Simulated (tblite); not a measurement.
Compound: C6H13ClOSi.
Z-matrix (Å and degrees, GFN2-xTB geometry), rows numbered from 1:
```
C 
C   1  1.5267
C   2  1.5279  1  110.45
C   2  1.5427  1  111.66  3  -125.12
C   4  1.4961  2  110.90  1  -169.51
O   5  1.2011  4  124.06  2  -146.70
C   4  1.5272  2  116.02  1    64.52
Si  7  1.9133  4  113.81  2   176.29
Cl  8  2.0247  7  108.62  4    34.47
H   1  1.0875  2  109.96  3   -61.12
H   1  1.0870  2  110.95  3    58.33
H   1  1.0876  2  110.89  3   179.09
H   2  1.0977  1  107.84  3   117.94
H   3  1.0883  2  110.88  1  -176.94
H   3  1.0872  2  110.94  1   -56.21
H   3  1.0877  2  109.99  1    63.05
H   4  1.1007  2  107.22  1   -56.45
H   5  1.1058  4  115.26  2    34.78
H   7  1.0890  4  109.33  2    55.08
H   7  1.0893  4  108.96  2   -61.56
H   8  1.4708  7  105.48  4   146.15
H   8  1.4525  7  117.38  4   -92.97
```

Level: GFN2-xTB in tblite, geometry and Hessian alike; calculated harmonic values, unscaled, isolated species. Errors from tens to a few hundred cm⁻¹ against measured bands are possible. Modes of hydrogen on silicon can be 10 to 20 % off. One conformer, not necessarily the lowest.

Harmonic wavenumbers (cm⁻¹): 43.2, 65.1, 95.1, 121.8, 132.3, 174.0, 211.0, 226.5, 233.8, 269.1, 315.1, 360.5, 443.9, 482.1, 525.5, 534.3, 554.6, 605.3, 695.4, 773.4, 792.1, 837.8, 857.5, 903.0, 941.0, 957.5, 991.8, 1024.5, 1061.6, 1101.8, 1129.7, 1179.6, 1206.4, 1217.2, 1255.5, 1289.1, 1331.5, 1334.0, 1369.1, 1408.7, 1423.1, 1473.7, 1492.8, 1502.6, 1505.6, 1511.6, 1769.8, 2189.9, 2344.7, 2782.4, 2871.5, 2907.2, 2999.2, 3013.0, 3027.5, 3033.5, 3035.1, 3038.4, 3043.6, 3047.4.

A = 1984, B = 660.4, C = 618.7 MHz; mass 164.042 u (most abundant isotopes); point group C1, symmetry number 1.

**Question.** What is the zero-point energy?

**Answer.** ½Σν̃ = 38532 cm⁻¹ = 110.17 kcal/mol.

**Question.** Entropy at 273.15 K, 1 bar (ideal gas, RRHO, classical rotation)?

**Answer.** Translation 40.78, rotation 30.10, vibration 33.89: S = 104.8 cal/(mol K).

**Question.** And Cp and H(273.15 K) − H(0)?

**Answer.** Cp = 42.48 cal/(mol K), of which vibrations give 34.53 (their classical limit is 60 R = 119.2); H(273.15 K) − H(0) = 7.08 kcal/mol without the zero-point energy, 4.91 from vibrations.

**Question.** Which modes carry the vibrational entropy at 273.15 K?

**Answer.** 43.2 cm⁻¹: 4.93; 65.1 cm⁻¹: 4.12; 95.1 cm⁻¹: 3.38; 121.8 cm⁻¹: 2.90; 132.3 cm⁻¹: 2.74; 174.0 cm⁻¹: 2.23 cal/(mol K); the other 54 give 13.58 together.

**Question.** Blend soft modes into free rotors: weight 1/[1 + (100 cm⁻¹/ν̃)⁴] for the oscillator and the rest for a rotor with moment μB/(μ + B), μ = h/(8π²ν), B = 10⁻⁴⁴ kg m². What vibrational entropy results?

**Answer.** 31.38 cal/(mol K) in place of 33.89, which changes −T·S at 273.15 K by +0.69 kcal/mol.

Hindered rotation and anharmonicity are outside this model. Other conformers, if any are populated, would add a mixing term that is left out. The structure is chiral; the term R ln 2 for an equal mix with its mirror image is left out.
